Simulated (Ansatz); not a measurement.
Cost and result for the atomization energy of `FC(F)OC(F)F` (9 atoms, 8 bonds).

```xyz
9

F    -0.1995   -2.2699    0.4652
C    -0.2196   -1.1248   -0.2140
F     0.3775   -1.3351   -1.3986
O     0.4832   -0.2094    0.5254
C     0.1984    1.1108    0.2917
F     0.5409    1.7826    1.3893
F     0.9359    1.5802   -0.7278
H    -1.2561   -0.8154   -0.3954
H    -0.8609    1.2810    0.0642
```

Total charge 0; spin multiplicity 1. All single points use the PBE0-D4/def2-TZVP geometry. It is one conformer, not always the lowest. Program: Ansatz. All runs use 4 threads of an Arm Neoverse V1 on a shared host. Times are those of one run each, without the atoms' runs, and a repeat can differ threefold. Electronic energies, without spin–orbit coupling; frozen cores. CCSD(T)/CBS adds CCSD(T) − MP2 in def2-TZVPP to the MP2 limit, and its time is that of the two runs behind it. T1 = 0.012. B3LYP takes the VWN-RPA correlation (the form of Gaussian; ORCA's B3LYP/G). HSE06 is the plane-wave form, built on full-range PBE exchange.

CCSD(T)/CBS is a level of theory with its own doubt, some kJ/mol a heavy atom from the limit and from the frozen cores, so smaller differences don't rank the functionals.

| level | functions | wall time | atomization (kJ/mol) | difference from CCSD(T)/CBS | per bond |
| --- | --- | --- | --- | --- | --- |
| BLYP-D4/def2-TZVPP | 245 | 1.9 s | 3633.8 | 23.0 | 2.9 |
| PBE0-D4/def2-TZVPP | 245 | 2.7 s | 3632.3 | 21.5 | 2.7 |
| HSE06-D4/def2-TZVPP | 245 | 3 s | 3637.3 | 26.5 | 3.3 |
| CAM-B3LYP-D4/def2-TZVPP | 245 | 3.1 s | 3641.1 | 30.3 | 3.8 |
| B3LYP-D4/def2-TZVPP (with forces) | 245 | 4 s | 3584.5 | -26.3 | -3.3 |
| r2SCANh-D4/def2-TZVPP | 245 | 4.4 s | 3590.1 | -20.7 | -2.6 |
| B2PLYP/def2-TZVPP | 245 | 5.5 s | 3567.8 | -43.0 | -5.4 |
| PBE-QIDH/def2-TZVPP | 245 | 5.5 s | 3586.4 | -24.4 | -3.0 |
| ωB97X-V/def2-TZVPP | 245 | 6.5 s | 3629.8 | 19.0 | 2.4 |
| CCSD(T)/def2-SVP | 108 | 11 s | 3426.9 | -183.9 | -23.0 |
| MP2/def2-QZVPP | 459 | 21 s | 3734.3 | 123.5 | 15.4 |
| CCSD(T)/def2-TZVPP | 245 | 5.4 min | 3507.2 | -103.6 | -13.0 |
| CCSD(T)/CBS(def2) | – | 5.8 min | 3610.8 | 0.0 | 0.0 |

From BLYP to BHLYP (50 % exact exchange), in def2-TZVPP and without D4, the atomization energy moves by −233.9 kJ/mol: exact exchange takes away binding that semilocal exchange gives to molecules. At CCSD(T), def2-SVP lies −183.8 kJ/mol from the extrapolated value and def2-TZVPP −103.6 kJ/mol: correlation converges slowly with the basis, and small sets miss more of it in the bonded molecule than in its fragments. In def2-TZVPP, CCSD(T) changes the Hartree–Fock value by +1088.3 kJ/mol (the triples alone add +80.3 kJ/mol) and MP2 by +1254.2 kJ/mol; breaking electron pairs costs correlation energy, which Hartree–Fock lacks.
